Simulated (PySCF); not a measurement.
Nuclear quadrupole coupling in `BCC(F)(F)F`

Species: C2H4BF3.
Geometry (PBE0-D3(BJ)/def2-SVP, Å), atoms numbered from 1 in this order:
```
atom  x, y, z in Å
B1    -1.4307    0.1256    0.3691
C2     0.0741    0.5242    0.2329
C3     0.9757   -0.4678   -0.4436
F4     0.5862   -0.7033   -1.7028
F5     2.2424   -0.0377   -0.4965
F6     0.9842   -1.6419    0.1982
H7    -2.1926    0.9227    0.8618
H8    -1.8441   -0.9493    0.0117
H9     0.1550    1.4964   -0.2836
H10    0.4629    0.7198    1.2491
```

Field gradients from the PBE0/pcSseg-1 density (PySCF, non-relativistic), principal values in atomic units, ordered |Vxx| ≤ |Vyy| ≤ |Vzz|:

```json
{"atom": "B1", "Vxx": "-0.3144", "Vyy": "-0.3316", "Vzz": "0.6460"}
```

Q: Find the asymmetry η = (Vxx − Vyy)/Vzz and the couplings χ = eQV/h (234.96 MHz × Q in barn × V in au), with Q(11B) = 0.04059 b.

A: 
| atom | environment | nucleus | η | χzz (MHz) | χxx (MHz) | χyy (MHz) |
| --- | --- | --- | --- | --- | --- | --- |
| B1 | three-coordinate boron | 11B | 0.03 | 6.16 | -3.00 | -3.16 |

The gradient is axial or nearly so (η below 0.05) at B1. 

Q: What is Vzz at B1 in SI units (1 au = 9.71736 × 10²¹ V/m²)?

A: 0.6460 au = 6.277 × 10²¹ V/m².

Q: And the gradient at the other heavy atoms, for which no coupling is worked out here?

A: 
```tsv
atom	environment	Vzz (au)	η
C2	sp3 carbon bound to boron	-0.192	0.35
C3	CF3 carbon	-0.458	0.01
F4	fluorine of a CF3 group	2.876	0.05
F5	fluorine of a CF3 group	2.877	0.06
F6	fluorine of a CF3 group	2.876	0.05
```

Q: What couplings would deuterons (Q(2H) = 0.00286 b) have in place of the hydrogens, at this geometry?

A: 
| atom | bonded to | bond length (Å) | Vzz (au) | η | χzz (kHz) |
| --- | --- | --- | --- | --- | --- |
| H7 | B1 | 1.208 | 0.1984 | 0.14 | 133 |
| H8 | B1 | 1.206 | 0.1992 | 0.13 | 134 |
| H9 | C2 | 1.104 | 0.2851 | 0.06 | 192 |
| H10 | C2 | 1.106 | 0.2827 | 0.06 | 190 |

One conformer (not necessarily the lowest) at the PBE0-D3(BJ)/def2-SVP geometry, without solvent, vibrations or thermal averaging. With so small a basis the couplings can be 20 % off.
